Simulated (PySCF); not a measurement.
A GIAO shielding run with PySCF (density fitting, non-relativistic, gas phase) on SMILES [C@H]1(C#N)CS[Si@@H](OCC)S1, C$_{5}$H$_{9}$NOS$_{2}$Si:

```
{"job": {"kind": "nmr", "xc": "PBE0", "basis": "pcSseg-1"}, "charge": 0, "multiplicity": 1}
C      3.235249    -0.853543    -0.047575
C      2.402613     0.362069     0.314673
O      1.234963     0.375084    -0.475281
Si    -0.121568     1.194586    -0.287346
S     -1.186449     0.697078     1.508623
C     -2.791761     0.473593     0.671848
C     -2.637917    -0.312057    -0.621660
C     -2.121438    -1.635236    -0.383550
N     -1.676896    -2.670929    -0.195257
S     -1.496506     0.547161    -1.790570
H      3.501572    -0.822082    -1.100693
H      2.665496    -1.759449     0.140751
H      4.141347    -0.869703     0.551154
H      2.953390     1.288854     0.121790
H      2.120551     0.340399     1.372194
H      0.012931     2.639588    -0.377082
H     -3.433640    -0.062119     1.372084
H     -3.214595     1.457584     0.468789
H     -3.597146    -0.381627    -1.144205
```

Hardware: 1 thread of an Arm Neoverse V2, shared host. The job also computes population analyses, field gradients, ring-centre shieldings.

Task: How large is the calculation?

Result: 100 electrons, 236 basis functions and 1289 auxiliary functions.

Task: How long does it take?

Result: 55 s of wall time, with 14 SCF cycles and 5 response iterations. Times on a shared host scatter by some tens of per cent.
